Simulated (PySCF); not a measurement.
A structure optimised at TPSSh-D3(BJ)/def2-SVP, used in a PySCF frequency run:

```
Si
F 1 1.6252
F 1 1.6252 2 106.99
H 1 1.4817 2 107.63 3 -115.43
Si 1 2.3424 4 116.42 2 122.49
H 5 1.4876 1 109.38 4 180.00
H 5 1.4888 6 109.61 1 -120.07
H 5 1.4888 6 109.61 7 -119.86
```

Question: Write its SMILES, formula and point group.

Answer: F[SiH](F)[SiH3], F2H4Si2, Cs

Question: What are its rotational constants (standard atomic weights)?

Answer: 6.1678, 2.7929, 2.1537 GHz
